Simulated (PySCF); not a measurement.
PySCF input for CaF, SMILES [Ca+][F], charge +1, TDA-PBE/def2-TZVPD. The structure is a stationary point at B3LYP-D3(BJ)/def2-TZVPD. The spin state was assumed, not searched.

```python
import numpy as np
from pyscf import gto, scf, dft, tdscf

mol = gto.M(
    atom='''
    Ca    0.00000000    0.00000000   -0.58522789
    F     0.00000000    0.00000000    1.30050641
    ''',
    basis='def2-TZVPD',
    charge=1,
    spin=0,
    symmetry=True,
    symmetry_subgroup='C2v',
    max_memory=1600,
    verbose=4,
)
mf = dft.RKS(mol, xc='pbe').density_fit(auxbasis='def2-universal-jkfit')
mf.grids.level = 3
mf.conv_tol = 1e-9
mf.max_cycle = 100
mf.kernel()
mf.grids = dft.Grids(mol).set(level=1).build(with_non0tab=True)  # coarser grid for the response kernel
td = tdscf.TDA(mf)
td.singlet = True
td.nstates = 10
td.conv_tol = 1e-4
td.positive_eig_threshold = 1e-6
td.kernel(x0=td.get_init_guess(mf, 15))
td.analyze()
tt = tdscf.TDA(mf)
tt.singlet = False
tt.nstates = 4
tt.conv_tol = 1e-4
tt.positive_eig_threshold = 1e-6
tt.kernel(x0=tt.get_init_guess(mf, 9))
tt.analyze(verbose=3)
```

It prints:

```
PySCF version 2.14.0

[INPUT] verbose = 4
[INPUT] num. atoms = 2
[INPUT] num. electrons = 28
[INPUT] charge = 1
[INPUT] spin (= nelec alpha-beta = 2S) = 0
[INPUT] symmetry True subgroup C2v
[INPUT] Mole.unit = angstrom
[INPUT] Symbol           X                Y                Z      unit          X                Y                Z       unit  Magmom
[INPUT]  1 Ca     0.000000000000   0.000000000000  -0.585227890000 AA    0.000000000000   0.000000000000  -1.105920432557 Bohr   0.0
[INPUT]  2 F      0.000000000000   0.000000000000   1.300506410000 AA    0.000000000000   0.000000000000   2.457600938141 Bohr   0.0

nuclear repulsion = 50.5118340190344
point group symmetry = Coov, use subgroup C2v
symmetry origin: [ 0.00000000e+00  0.00000000e+00 -7.16792657e-09]
symmetry axis x: [1. 0. 0.]
symmetry axis y: [0. 1. 0.]
symmetry axis z: [0. 0. 1.]
num. orbitals of irrep A1 = 35
num. orbitals of irrep A2 = 7
num. orbitals of irrep B1 = 17
num. orbitals of irrep B2 = 17
number of shells = 28
number of NR pGTOs = 128
number of NR cGTOs = 76
basis = def2-TZVPD
ecp = {}


******** <class 'pyscf.df.df_jk.DFSymAdaptedRKS'> ********
method = DFSymAdaptedRKS
initial guess = minao
damping factor = 0
level_shift factor = 0
DIIS = <class 'pyscf.scf.diis.CDIIS'>
diis_start_cycle = 1
diis_space = 8
diis_damp = 0
SCF conv_tol = 1e-09
SCF conv_tol_grad = None
SCF max_cycles = 100
direct_scf = False
XC library pyscf.dft.libxc version 7.1.2
    S. Lehtola, C. Steigemann, M. J. T. Oliveira, and M. A. L. Marques,  SoftwareX 7, 1–5 (2018)
XC functionals = pbe
    J. P. Perdew, K. Burke, and M. Ernzerhof,  Phys. Rev. Lett. 77, 3865 (1996)
    J. P. Perdew, K. Burke, and M. Ernzerhof,  Phys. Rev. Lett. 78, 1396 (1997)
    J. P. Perdew, K. Burke, and M. Ernzerhof,  Phys. Rev. Lett. 77, 3865 (1996)
    J. P. Perdew, K. Burke, and M. Ernzerhof,  Phys. Rev. Lett. 78, 1396 (1997)
radial grids:
    Treutler-Ahlrichs [JCP 102, 346 (1995); DOI:10.1063/1.469408] (M4) radial grids

becke partition: Becke, JCP 88, 2547 (1988); DOI:10.1063/1.454033
pruning grids: <function nwchem_prune>
grids dens level: 3
symmetrized grids: True
atomic radii adjust function: <function treutler_atomic_radii_adjust>
small_rho_cutoff = 0
Freeze 0 electrons in irreps []
    28 free electrons in irreps A1 A2 B1 B2
Set gradient conv threshold to 3.16228e-05
Initial guess from minao.
tot grids = 34688
init E= -777.114114124024
HOMO (B2) = -0.500211348233661  LUMO (A1) = -0.130859805569884  gap/eV = 10.05057
cycle= 1 E= -776.872272059635  delta_E= 0.242  |g|= 0.831  |ddm|= 1.92
HOMO (B2) = -0.313091076751411  LUMO (A1) = -0.309698649518945  gap/eV = 0.09231
cycle= 2 E= -769.641558733379  delta_E= 7.23  |g|= 5.42  |ddm|= 3.19
HOMO (B1) = -0.448944433602758  LUMO (A1) = -0.277046164883974  gap/eV = 4.67759
cycle= 3 E= -776.960075503604  delta_E= -7.32  |g|= 0.571  |ddm|= 2.93
HOMO (B1) = -0.4753971564271  LUMO (A1) = -0.295430981470936  gap/eV = 4.89713
cycle= 4 E= -776.997212330018  delta_E= -0.0371  |g|= 0.184  |ddm|= 0.179
HOMO (B2) = -0.480676836063289  LUMO (A1) = -0.289798927245829  gap/eV = 5.19405
cycle= 5 E= -777.002869320332  delta_E= -0.00566  |g|= 0.0869  |ddm|= 0.0736
HOMO (B2) = -0.491178887759942  LUMO (A1) = -0.289041605012978  gap/eV = 5.50044
cycle= 6 E= -777.004211873254  delta_E= -0.00134  |g|= 0.00636  |ddm|= 0.0407
HOMO (B2) = -0.491652803658759  LUMO (A1) = -0.289011775466116  gap/eV = 5.51414
cycle= 7 E= -777.004217254242  delta_E= -5.38e-06  |g|= 0.0014  |ddm|= 0.0029
HOMO (B2) = -0.491636501973131  LUMO (A1) = -0.288982477496095  gap/eV = 5.51450
cycle= 8 E= -777.004217577741  delta_E= -3.23e-07  |g|= 0.000174  |ddm|= 0.000684
HOMO (B1) = -0.491653587463604  LUMO (A1) = -0.288970914562823  gap/eV = 5.51528
cycle= 9 E= -777.004217582534  delta_E= -4.79e-09  |g|= 4.13e-05  |ddm|= 0.000106
HOMO (B2) = -0.491649270379625  LUMO (A1) = -0.288971082941802  gap/eV = 5.51515
cycle= 10 E= -777.00421758286  delta_E= -3.26e-10  |g|= 7.68e-06  |ddm|= 1.96e-05
HOMO (B2) = -0.491646019860095  LUMO (A1) = -0.288971371604601  gap/eV = 5.51506
Extra cycle  E= -777.004217582777  delta_E= 8.3e-11  |g|= 2.38e-05  |ddm|= 1.44e-05
converged SCF energy = -777.004217582777
tot grids = 12632
Overwritten attributes  positive_eig_threshold  of <class 'pyscf.tdscf.rks.TDA'>


******** <class 'pyscf.tdscf.rks.TDA'> for <class 'pyscf.df.df_jk.DFSymAdaptedRKS'> ********
nstates = 10 singlet
deg_eia_thresh = 1.000e-03
wfnsym = None
conv_tol = 0.0001
eigh lindep = 1e-12
eigh level_shift = 0
eigh max_cycle = 100


Excitation energies (eV)
[5.51356975 5.51356975 5.68681553 6.42509489 6.42509489 6.50455596
 6.50455596 6.65262491 6.65262921 7.01221636]

** Singlet excitation energies and oscillator strengths **
Excited State   1:   B2      5.51357 eV    224.87 nm  f=0.0063
      14 -> 15       -0.70702
Excited State   2:   B1      5.51357 eV    224.87 nm  f=0.0063
      13 -> 15       -0.70702
Excited State   3:   A1      5.68682 eV    218.02 nm  f=0.0084
      12 -> 15        0.70686
Excited State   4:   B2      6.42509 eV    192.97 nm  f=0.0000
      13 -> 17       -0.50001
      14 -> 16       -0.49997
Excited State   5:   B1      6.42509 eV    192.97 nm  f=0.0000
      13 -> 16       -0.49997
      14 -> 17        0.50001
Excited State   6:   B2      6.50456 eV    190.61 nm  f=0.0042
      13 -> 17       -0.49927
      14 -> 16        0.49931
Excited State   7:   B1      6.50456 eV    190.61 nm  f=0.0042
      13 -> 16       -0.49931
      14 -> 17       -0.49927
Excited State   8:   A1      6.65262 eV    186.37 nm  f=0.0000
      12 -> 16       -0.70172
Excited State   9:   A2      6.65263 eV    186.37 nm  f=0.0000
      12 -> 17        0.70172
Excited State  10:   A2      7.01222 eV    176.81 nm  f=0.0000
      13 -> 19       -0.50000
      14 -> 18        0.50000

** Transition electric dipole moments (AU) **
state          X           Y           Z        Dip. S.      Osc.
  1        -0.0000     -0.2165      0.0000      0.0469      0.0063
  2        -0.2165     -0.0000      0.0000      0.0469      0.0063
  3         0.0000      0.0000      0.2463      0.0606      0.0084
  4        -0.0000     -0.0000     -0.0000      0.0000      0.0000
  5         0.0000      0.0000      0.0000      0.0000      0.0000
  6         0.0000     -0.1623      0.0000      0.0263      0.0042
  7        -0.1623     -0.0000      0.0000      0.0263      0.0042
  8         0.0000      0.0000      0.0000      0.0000      0.0000
  9        -0.0000      0.0000     -0.0000      0.0000      0.0000
 10        -0.0000      0.0000     -0.0000      0.0000      0.0000

** Transition velocity dipole moments (imaginary part, AU) **
state          X           Y           Z        Dip. S.      Osc.
  1        -0.0000     -0.0215      0.0000      0.0005      0.0015
  2        -0.0215      0.0000      0.0000      0.0005      0.0015
  3         0.0000      0.0000      0.0675      0.0046      0.0145
  4        -0.0000      0.0000     -0.0000      0.0000      0.0000
  5        -0.0000      0.0000      0.0000      0.0000      0.0000
  6         0.0000     -0.0196      0.0000      0.0004      0.0011
  7        -0.0196     -0.0000     -0.0000      0.0004      0.0011
  8         0.0000     -0.0000      0.0000      0.0000      0.0000
  9        -0.0000      0.0000      0.0000      0.0000      0.0000
 10        -0.0000      0.0000      0.0000      0.0000      0.0000

** Transition magnetic dipole moments (imaginary part, AU) **
state          X           Y           Z
  1        -0.4063      0.0000     -0.0000
  2         0.0000      0.4063      0.0000
  3         0.0000      0.0000      0.0000
  4        -0.0000     -0.0000     -0.0000
  5        -0.0000     -0.0000      0.0000
  6        -0.5678      0.0000     -0.0000
  7        -0.0000      0.5678      0.0000
  8         0.0000     -0.0000     -0.0000
  9        -0.0000     -0.0000     -0.0000
 10         0.0000      0.0000      0.0000


******** <class 'pyscf.tdscf.rks.TDA'> for <class 'pyscf.df.df_jk.DFSymAdaptedRKS'> ********
nstates = 4 triplet
deg_eia_thresh = 1.000e-03
wfnsym = None
conv_tol = 0.0001
eigh lindep = 1e-12
eigh level_shift = 0
eigh max_cycle = 100


Excitation energies (eV)
[5.46032619 5.46032619 5.59250268 6.40417643]

** Triplet excitation energies and oscillator strengths **
Excited State   1:   B2      5.46033 eV    227.06 nm  f=0.0000
Excited State   2:   B1      5.46033 eV    227.06 nm  f=0.0000
Excited State   3:   A1      5.59250 eV    221.70 nm  f=0.0000
Excited State   4:   B2      6.40418 eV    193.60 nm  f=0.0000
```

The calculation finished and met its thresholds.

Cost: around 6 core-seconds (rough).
